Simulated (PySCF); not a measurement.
Spinor energies of Tb⁵¹⁺ (terbium, charge +51)

Start: [Ne] 3s2 3p2; 3p1/2 filled at m_j = -1/2, +1/2. Calculated with PySCF 2.14 in an even-tempered Gaussian basis (18 s from 14 bohr⁻², ratio 2.4; 14 p from 18 bohr⁻², ratio 2.4; 4 d from 61 bohr⁻², ratio 2.6; 4 f from 91 bohr⁻², ratio 2.6): generalised Hartree-Fock with the X2C-1e Hamiltonian and a Gaussian nucleus; one run each with spin-orbit coupling (SO) switched off, then screened by Boettger's factors.

```
spinor shell  electrons  ε, spin-free (eV)  ε, screened SO (eV)  weight of nominal j (screened SO)  rms radius, screened SO (bohr)
       1s1/2          2           -55959.2             -55939.5                              1.000                          0.0244
       2s1/2          2           -12296.2             -12287.2                              1.000                          0.0973
       2p1/2          2           -11336.5             -11880.2                              1.000                          0.0831
       2p3/2          4           -11336.5             -11095.4                              1.000                          0.0893
       3s1/2          2            -4904.8              -4901.0                              1.000                           0.234
       3p1/2          2            -4638.9              -4764.2                              1.000                           0.222
```

```json
{"quantity": "E (hartree)", "spin-free": "-9037.48922", "screened SO": "-9053.74923"}
{"quantity": "M_J", "spin-free": "0", "screened SO": "0"}
{"quantity": "⟨J²⟩", "spin-free": "2.000", "screened SO": "0.000"}
{"quantity": "⟨L²⟩", "spin-free": "2.000", "screened SO": "1.344"}
{"quantity": "⟨S²⟩", "spin-free": "2.000", "screened SO": "1.344"}
```

Breit and QED terms are absent; they matter most for the inner s and p1/2 levels.

Densities and radii are taken from the X2C orbitals without a picture-change correction, which distorts them close to the nucleus.

Without spin-orbit coupling the j labels of p, d and f shells carry no meaning; the spin-free column gives the mean over the occupied spinors of each nl shell.
